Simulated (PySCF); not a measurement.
## Correlation energy of Ge²⁺ (germanium, charge +2)

[Ar] 3d10 4s2, closed-shell 1S. Computed with PySCF 2.14 in cc-pVTZ-PP with ECP10MDF (5s4p3d1f, 39 functions), with scalar relativity through the core potential. Frozen: 3s2 3p6 3d10; 2 electrons correlated.

Total MP2 correlation energy: -28.86 mhartree.

Same-spin part 0.00 and opposite-spin part -28.86 mhartree; SCS-MP2 scales them by 1/3 and 6/5 to -34.63 mhartree.

With two correlated electrons CCSD is exact within the correlated space (frozen core and kept virtual orbitals).

```csv
level,correlation energy (mhartree)
CCSD,-39.91
```

Diagnostics: T1 = 0.0047, D1 = 0.0066, largest double amplitude 0.101.

Q: Is a single reference adequate?

A: Mostly. T1 lies below 0.03, but a double amplitude of this size points to a near-degeneracy that CCSD handles and MP2 describes poorly.
